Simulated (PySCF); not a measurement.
boron oxyfluoride (BFO), singlet, geometry from GFN2-xTB; BHANDHLYP/6-31G** in PySCF.

Here is a job for PySCF.
```python
from pyscf import gto, scf, dft

mol = gto.M(
    atom='''
F    -0.00000000   -0.00000000   -1.18925373
B     0.00000000    0.00000000    0.09250195
O     0.00000000    0.00000000    1.28009672
''',
    basis='6-31g**',
    verbose=4,
)

mf = dft.RKS(mol)
mf.xc = 'bhandhlyp'
mf.grids.atom_grid = (99, 590)
mf.grids.prune = None
mf.kernel()
```

It wrote (shortened):

```
PySCF version 2.14.0

[INPUT] verbose = 4
[INPUT] num. atoms = 3
[INPUT] num. electrons = 22
[INPUT] charge = 0
[INPUT] spin (= nelec alpha-beta = 2S) = 0
[INPUT] symmetry False subgroup None
[INPUT] Mole.unit = angstrom
[INPUT] Symbol           X                Y                Z      unit          X                Y                Z       unit  Magmom
[INPUT]  1 F      0.000000000000   0.000000000000  -1.189253730000 AA    0.000000000000   0.000000000000  -2.247363842317 Bohr   0.0
[INPUT]  2 B      0.000000000000   0.000000000000   0.092501950000 AA    0.000000000000   0.000000000000   0.174803351488 Bohr   0.0
[INPUT]  3 O      0.000000000000   0.000000000000   1.280096720000 AA    0.000000000000   0.000000000000   2.419032213754 Bohr   0.0

nuclear repulsion = 51.8313640215795
number of shells = 18
number of NR pGTOs = 81
number of NR cGTOs = 42
basis = 6-31g**
ecp = {}

******** <class 'pyscf.dft.rks.RKS'> ********
method = RKS
initial guess = minao
damping factor = 0
level_shift factor = 0
DIIS = <class 'pyscf.scf.diis.CDIIS'>
diis_start_cycle = 1
diis_space = 8
diis_damp = 0
SCF conv_tol = 1e-09
SCF conv_tol_grad = None
SCF max_cycles = 50
direct_scf = True
direct_scf_tol = 1e-13
XC library pyscf.dft.libxc version 7.1.2
    S. Lehtola, C. Steigemann, M. J. T. Oliveira, and M. A. L. Marques,  SoftwareX 7, 1–5 (2018)
XC functionals = bhandhlyp
    A. D. Becke,  J. Chem. Phys. 98, 1372 (1993)
    Defined through Gaussian implementation.
radial grids:
    Treutler-Ahlrichs [JCP 102, 346 (1995); DOI:10.1063/1.469408] (M4) radial grids

becke partition: Becke, JCP 88, 2547 (1988); DOI:10.1063/1.454033
pruning grids: None
grids dens level: 3
symmetrized grids: False
atomic radii adjust function: <function treutler_atomic_radii_adjust>
User specified grid scheme (99, 590)
small_rho_cutoff = 0
Set gradient conv threshold to 3.16228e-05
Initial guess from minao.
tot grids = 175232
init E= -200.185485664638
  HOMO = -0.516230221700828  LUMO = -0.0133573029679717  gap/eV = 13.68387
cycle= 1 E= -199.76688365641  delta_E= 0.419  |g|= 0.847  |ddm|=    2
  HOMO = -0.29878614747592  LUMO = 0.064537419319953  gap/eV = 9.88654
cycle= 2 E= -199.580957155231  delta_E= 0.186  |g|=  1.3  |ddm|= 1.16
  HOMO = -0.432745333769174  LUMO = 0.0743747791096263  gap/eV = 13.79944
cycle= 3 E= -199.909582206919  delta_E= -0.329  |g|= 0.12  |ddm|= 0.734
  HOMO = -0.422170676671422  LUMO = 0.073225079229633  gap/eV = 13.48041
cycle= 4 E= -199.911935365979  delta_E= -0.00235  |g|= 0.0427  |ddm|= 0.0805
  HOMO = -0.424604226600008  LUMO = 0.074315013655013  gap/eV = 13.57628
cycle= 5 E= -199.912230251822  delta_E= -0.000295  |g|= 0.00439  |ddm|= 0.023
  HOMO = -0.425311560777252  LUMO = 0.0743056795092603  gap/eV = 13.59528
cycle= 6 E= -199.912236814589  delta_E= -6.56e-06  |g|= 0.000622  |ddm|= 0.00576
  HOMO = -0.425235407301527  LUMO = 0.0743473577674463  gap/eV = 13.59434
cycle= 7 E= -199.912237006705  delta_E= -1.92e-07  |g|= 0.000111  |ddm|= 0.0012
  HOMO = -0.425259440624082  LUMO = 0.0743141798240368  gap/eV = 13.59409
cycle= 8 E= -199.91223701069  delta_E= -3.99e-09  |g|= 1.96e-05  |ddm|= 0.000157
  HOMO = -0.425255665014045  LUMO = 0.0743181046900183  gap/eV = 13.59409
cycle= 9 E= -199.912237010811  delta_E= -1.21e-10  |g|= 3.05e-06  |ddm|= 2.94e-05
  HOMO = -0.425256735756053  LUMO = 0.0743179781689047  gap/eV = 13.59412
Extra cycle  E= -199.912237010813  delta_E= -2.25e-12  |g|= 2.68e-06  |ddm|= 4.36e-06
converged SCF energy = -199.912237010813
```
